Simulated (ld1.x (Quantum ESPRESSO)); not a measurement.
Pb: excitation energies, all-electron against ultrasoft

```
Element                 : Pb
Generator               : ld1.x (Quantum ESPRESSO) 7.5
Type                    : ultrasoft
Functional              : LDA (PZ)
Relativity              : scalar-relativistic
Frozen core             : [Xe] 4f14
Valence charge          : 14
Reference configuration : 5d10 6s2 6p2
Partial waves           : 6s (bound): rcut 1.80, rcutus 1.95 bohr; 6s channel at 2.6 Ry: rcut 1.80, rcutus 1.95 bohr; 6p (bound): rcut 2.10, rcutus 2.55 bohr; 6p channel at 0.05 Ry: rcut 2.10, rcutus 2.55 bohr; 5d (bound): rcut 1.65, rcutus 1.85 bohr; 5d channel at 0.15 Ry: rcut 1.65, rcutus 1.85 bohr
Local potential         : all-electron potential smoothed inside 2.20 bohr (lloc = -1)
Core correction         : Bessel-smoothed model core, default radius (core density twice the valence density)
Augmentation charge     : PSQ, inside the norm-conserving radii
```

Energies are relative to the spin-unpolarised reference configuration 5d10 6s2 6p2; without spin polarisation the order of configurations can differ from experiment. Spin-polarised rows fill each open shell by Hund’s rule, majority spin first.

| valence configuration | charge | ΔE all-electron (eV) | error AE − PS (meV) |
| --- | --- | --- | --- |
| 5d10 6s2 6p1 | +1 | 6.833 | -3.1 |
| 5d10 6s2 6p0 | +2 | 20.595 | -11 |
| 5d10 6s1 6p0 | +3 | 53.472 | -40 |
| 5d10 6s0 6p0 | +4 | 96.666 | -115 |
| 5d10 6s0 6p4 | 0 | 18.035 | -15 |
| 5d10 6s2 6p2.3 | -0.3 | -0.859 | +0.3 |
| 5d10 6s1 6p3 | 0 | 8.821 | -4.4 |
| 5d10 6s2 6p2 (spin-polarised) | 0 | -0.452 | -0.5 |

Problem. What are ΔE and the potential's error for 5d10 6s2 6p1 (spin-polarised)?

Solution. ΔE = 6.687 eV all-electron; the error (AE − PS) is -3.4 meV.
